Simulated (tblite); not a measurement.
A tight-binding relaxation on `C[Se][Si](O)(O)c1ccco1`.

Computed with GFN2-xTB geometry optimisation, gas phase (tblite 0.8.0). Start geometry: from a force field or distance geometry. The input is one job of a driver script: a line of settings, then coordinates in Å.

Command:
```bash
OMP_NUM_THREADS=1 python probes_run.py task.json out
```

Input:
```
{"job": {"kind": "relax", "xc": "GFN2-xTB", "basis": "xTB"}, "charge": 0, "multiplicity": 1}
C     -1.853500     1.815900    -0.171000
Se    -2.396400     0.402800     1.042000
Si    -0.947200    -1.104400     0.095100
O     -1.330500    -1.268200    -1.583600
O     -1.112000    -2.621900     0.882600
C      0.768200    -0.499000     0.273100
C      1.495300     0.188600    -0.683500
C      2.720900     0.462300    -0.095700
C      2.664800    -0.076400     1.173900
O      1.484300    -0.635200     1.371900
H     -2.037300     1.501000    -1.221400
H     -0.794000     2.061400    -0.021800
H     -2.475500     2.723600     0.049400
H     -2.290600    -1.497400    -1.597000
H     -2.069400    -2.851000     0.774300
H      1.167800     0.460500    -1.662900
H      3.546500     0.987900    -0.546500
H      3.449800    -0.044500     1.909500
```

**Question.** Give the output.

**Answer.** 
```
step      E/eV     max force
  0    -869.64230    2.704
  1    -869.95512    1.639
  2    -870.05828    0.782
  3    -870.08239    0.638
  4    -870.12072    0.484
  5    -870.13431    0.374
  6    -870.14918    0.362
  7    -870.15926    0.309
  8    -870.16940    0.258
  9    -870.17561    0.167
... (68 lines left out)
 78    -870.33885    0.027
 79    -870.33911    0.028
 80    -870.33925    0.020
 81    -870.33932    0.024
 82    -870.33937    0.024
 83    -870.33945    0.020
 84    -870.33956    0.015
 85    -870.33963    0.015
 86    -870.33966    0.011
 87    -870.33967    0.007
```

«max force» is the largest atomic force in eV/Å.

**Question.** From which step on does the largest force stay under 0.1 eV/Å, and how much energy is left to gain from there?

**Answer.** From step 61 (0.065 eV/Å), 6.5 meV above the end.

In short: energy lowered by 16.1 kcal/mol over 87 steps; largest atomic force 0.007 eV/Å at the end.

Hardware: an Arm Neoverse V1 with one thread, no GPU, shared host. Cost: 0.92 s of wall time.
Labels such as C1 count atoms from 1, the log's own numbers from 0.
